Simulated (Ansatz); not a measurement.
C2H8SiSn (`[SnH3][CH]1C[SiH2]1`). Total charge 0; spin multiplicity 1. Sn: def2 effective core potential. The geometry is a stationary point of PBE0-D4/def2-TZVP.

```xyz
12

Sn   -0.995   -1.545   -0.470
C     0.007    0.323   -0.572
C    -0.177    1.347    0.576
Si    1.532    0.671    0.409
H    -0.292   -2.656   -1.560
H    -2.658   -1.365   -0.837
H    -0.843   -2.129    1.131
H    -0.021    0.755   -1.570
H    -0.372    2.372    0.276
H    -0.788    1.042    1.420
H     2.018   -0.339    1.373
H     2.589    1.522   -0.176
```

(1) What is the dipole moment at B3LYP/def2-TZVPP? (Estimate.)

(2) And with PBE, r2SCAN, ωB97M-V? (An estimate is asked.)

(3) Give the Mulliken charges with B3LYP, ωB97M-V, r2SCAN in def2-TZVPP. (An estimate is asked.)

## Answers

(1) Ansatz gave: 0.82 D, with components (0.39, 0.71, -0.15) D in this frame, pointing from negative to positive charge.

(2) Computed: PBE 0.78 D, r2SCAN 0.78 D, ωB97M-V 0.77 D.

(3) Computed: 
```tsv
atom	B3LYP	ωB97M-V	r2SCAN
Sn1	0.64	0.53	0.62
C2	-0.39	-0.46	-0.40
C3	-0.26	-0.31	-0.21
Si4	0.25	0.22	0.29
H5	-0.13	-0.09	-0.13
H6	-0.14	-0.10	-0.13
H7	-0.14	-0.10	-0.13
H8	0.09	0.12	0.07
H9	0.09	0.11	0.07
H10	0.10	0.11	0.07
H11	-0.05	-0.01	-0.06
H12	-0.06	-0.02	-0.07
```

B3LYP here is the variant with VWN-RPA as its local correlation; programs differ in this.
